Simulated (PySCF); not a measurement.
## Ionising SiPb

UHF-MP2; PySCF, scalar-relativistic core potentials, basis sets Si def2-SVPD, Pb def2-SVPD with ECP60. Neutral (UHF): triplet (π ↑↑), Re = 2.604 Å, ωe = 316 cm⁻¹, De = 2.12 eV.

SiPb⁺ (UHF): quartet (σ ↑, π ↑↑), Re = 2.622 Å, ωe = 295 cm⁻¹. The energies at the minima are -480.76998 hartree for SiPb and -480.51877 for SiPb⁺.

(1) Work out the adiabatic ionisation energy, without and with harmonic zero-point energies (1 hartree = 27.2114 eV, 1 eV = 8065.5 cm⁻¹), and the change of the bond length.

Correlated steps freeze 9 core orbitals. Correlated levels converge slowly with the basis: in double zeta they bind strong bonds too weakly, by up to about 1 eV, and carry superposition errors of some tenths. These are scalar-relativistic numbers at best; spin–orbit coupling would shift them, the dissociation energy most. States were picked by a PBE0 search and need not be the measured ground states.

Answers

(1) At UHF-MP2: 0.25121 hartree = 6.836 eV between the minima; the zero-point term (295.0 − 316.0)/2 cm⁻¹ = -0.001 eV makes it 6.834 eV. Re changes by +1.8 pm against the neutral. The electron leaves a σ orbital, and the small change of length marks it as nearly non-bonding.
